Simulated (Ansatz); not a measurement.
Input and output for `O=C(Cl)C(F)(F)F`.

```yaml
crystal:
  periodic: [false, false, false]
  atoms:
    - {symbol: O, position_ang: [1.280521, -1.259632, 0.556621]}
    - {symbol: C, position_ang: [0.219249, -0.809026, 0.324178]}
    - {symbol: Cl, position_ang: [-1.285059, -1.654812, 0.567729]}
    - {symbol: C, position_ang: [-0.003435, 0.617736, -0.238630]}
    - {symbol: F, position_ang: [1.159807, 1.217943, -0.408480]}
    - {symbol: F, position_ang: [-0.739008, 1.332357, 0.605873]}
    - {symbol: F, position_ang: [-0.632076, 0.555434, -1.407292]}
basis:
  gaussian: {orbitals: pcseg-2}
total_charge: -1
magnetization: {spin_polarized: true, initial_magnetization: 1}
hamiltonian: {xc: {name: wB97M-V}}
scf: {lower_state_search: light}
output: {forces: true}
```

```sh
$ ansatz run in.yaml --threads 2 --pin off --events-out ev --progress --plain --max-ram 32768MiB --backend cpu
```

Shortened log:

```
Functional definition: wB97M-V
1209 factors; their error is unknown
220 factors; integrals over basis functions are off by at most 4.2e-5 eV
mean field evaluation 1: about -24790.4317 eV, gradient 3.8e1 eV
mean field evaluation 2: about -24788.5970 eV, gradient 4.8e1 eV
mean field evaluation 4: about -24795.8650 eV, gradient 2.1e0 eV
mean field evaluation 8: about -24795.8919 eV, gradient 1.0e-1 eV
mean field evaluation 16: about -24795.9214 eV, gradient 1.0e-3 eV
mean field -24795.92139374 eV, -911.2333039407 hartree, gradient 3.8e-5 eV, S^2 0.752998; 0 other end points of the search recorded, 0 dependent functions left out
reference -24795.92143028 eV, -911.2333052837 hartree; 33, 32 occupied and 181, 182 virtual orbitals, 1209 factors
Total energy: -24795.92143028 eV, -911.2333052837 hartree
Atom 0 at     1.280521    -1.259632     0.556621 Å, force     6.466443    -3.214837     1.598403 eV/Å
Atom 1 at     0.219249    -0.809026     0.324178 Å, force    -4.195660     5.235334    -2.256973 eV/Å
Atom 2 at    -1.285059    -1.654812     0.567729 Å, force    -1.659442    -0.929675     0.267982 eV/Å
Atom 3 at    -0.003435     0.617736    -0.238630 Å, force     0.845266    -5.077070     2.003002 eV/Å
Atom 4 at     1.159807     1.217943    -0.408480 Å, force     0.754747     0.996321    -0.343395 eV/Å
Atom 5 at    -0.739008     1.332357     0.605873 Å, force    -1.155878     1.858719     0.302961 eV/Å
Atom 6 at    -0.632076     0.555434    -1.407292 Å, force    -1.055475     1.131208    -1.571978 eV/Å
Dipole moment:    -0.389256     0.613242    -0.258146 e Å
```

Hardware: 2 threads of an AMD EPYC 7R13 on a shared host. Wall time 20 s, peak host memory 1 GiB.
